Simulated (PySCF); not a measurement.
CH3OS, charge -1, multiplicity 1. Atoms are numbered in the order given.

```xyz
6

C      0.3379     1.4067     0.0000
S     -0.5453    -0.2070     0.0000
O      0.6447    -1.2931     0.0000
H      0.9767     1.5000     0.8959
H     -0.4144     2.2156     0.0000
H      0.9767     1.5000    -0.8959
```
Charge -1, spin multiplicity 1.

The structure is a stationary point at B3LYP-D3(BJ)/def2-SVPD. The spin state was assumed, not searched. The isomer is the one that the SMILES or the coordinates give; other isomers of the formula were not compared.

These are PBE/def2-TZVPD (PySCF) values and carry that method's errors.

Symmetry labels are those of the subgroup Cs that the program uses (full group Cs).

Computed valence orbital energies around the gap with their symmetry:
```csv
orbital,symmetry,energy (eV)
HOMO−7,A',-8.97
HOMO−6,A',-5.41
HOMO−5,A",-5.26
HOMO−4,A',-3.93
HOMO−3,A',-2.42
HOMO−2,A",-1.62
HOMO−1,A',0.33
HOMO,A",2.05
LUMO,A',3.54
LUMO+1,A',3.80
LUMO+2,A',4.11
LUMO+3,A",4.15
```
